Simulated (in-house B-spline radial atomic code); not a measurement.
**RPA and G0W0 on PBE: Zr V (Zr4+)**

Configuration [Ar] 3d10 4s2 4p6, mean-field start PBE. Computed with a B-spline radial code for spherical atoms: all electrons, scalar-relativistic (spin-free one-electron X2C), finite nucleus, each spin shell either full or empty, empty states to l = 9 with an (l + 1/2)⁻⁴ tail; G0W0 by contour deformation at full frequency.

Command:
```bash
python run_gw.py task.json out
```
Settings (radii: box in bohr, nucleus in fm):
```
Z                        40
electrons                36
configuration            [Ar] 3d10 4s2 4p6
hamiltonian              x2c
method                   pbe,pbe
lmax                     9
rms_radius               4.2694
spin_polarised           False
box_radius               11.96
intervals                68
```

Cost of the run: 2.7 s on 1 thread of Arm Neoverse V1, with other jobs on the host.

Energies (hartree):

```csv
term,value
mean-field total,-3595.03630
Hartree-Fock functional on these orbitals,-3593.51131
direct second order,-3.1004
second-order exchange,0.88844
SOSEX correction,0.82636
```

Q: What is the RPA correlation energy, and what remains with SOSEX?

A: RPA gives -2.7378 hartree (-2.07 eV per electron); RPA + SOSEX gives -1.9114, and the second-order doubles -2.212 hartree (no singles). SOSEX takes back 30 % of the RPA value.

Quasi-particle levels (eV):

```
level  occupied  mean field  Σx - vxc     Σc  QP weight    G0W0
   4p       yes      -72.78     -7.70      ?          ?       ?
   4d        no      -40.43      7.91  -2.17      0.964  -34.69
```

G0W0 = mean field + (Σx - vxc) + Σc, with Σc (partial-wave tail included) taken at the quasi-particle energy. Only the outer levels were computed. Levels of low weight are left out.

Q: Where does G0W0 put 4p?

A: At -81.00 eV, with Σc = -0.52 eV and a quasi-particle weight of 0.947. The tabulated removal energy is 80.348 ± 0.007 eV (NIST, semi-empirical); the calculation leaves out spin-orbit coupling, Breit and QED terms, and what these don't explain is the method's own error.
